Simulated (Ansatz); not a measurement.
One change: `OBCCl` becomes `ClBCCl`.

Ansatz, PBE0-D4/def2-TZVP geometries, multiplicity 1. Each molecule was computed in one conformer, which needn't be the lowest.

```json
{"property": "size of the dipole moment (B3LYP/def2-TZVPP) / D", "`OBCCl`": "1.14"}
{"property": "ideal-gas entropy at 298 K and 1 bar (rigid rotor, harmonic PBE0-D4/def2-TZVP) / J/(mol·K)", "`OBCCl`": "297"}
{"property": "HOMO energy (PBE0/def2-TZVPP) / eV", "`OBCCl`": "-8.55"}
{"property": "size of the dipole moment (ωB97M-V/def2-TZVPP) / D", "`OBCCl`": "1.12"}
{"property": "HOMO energy (ωB97M-V/def2-TZVPP) / eV", "`OBCCl`": "-10.84"}
{"property": "size of the dipole moment (PBE/def2-TZVPP) / D", "`OBCCl`": "1.04"}
```

Give the same properties after the change, and the shifts. (Estimate.)

Ansatz gave: 
```tsv
property	`ClBCCl`	shift
size of the dipole moment (B3LYP/def2-TZVPP) / D	1.66	0.52
ideal-gas entropy at 298 K and 1 bar (rigid rotor, harmonic PBE0-D4/def2-TZVP) / J/(mol·K)	312	15
HOMO energy (PBE0/def2-TZVPP) / eV	-8.44	0.11
size of the dipole moment (ωB97M-V/def2-TZVPP) / D	1.67	0.55
HOMO energy (ωB97M-V/def2-TZVPP) / eV	-10.69	0.15
size of the dipole moment (PBE/def2-TZVPP) / D	1.55	0.51
```

With PBE0 the HOMO rises by 0.11 eV and the LUMO falls by 1.43 eV, so the gap narrows by about 1.54 eV. PBE moves the HOMO by 0.07 eV and ωB97M-V by 0.15 eV. The zero-point energy changes by -36.8 kJ/mol with -3 modes. Dipoles are sizes alone; their direction can turn.

B3LYP here is the variant with VWN-RPA as its local correlation; programs differ in this.
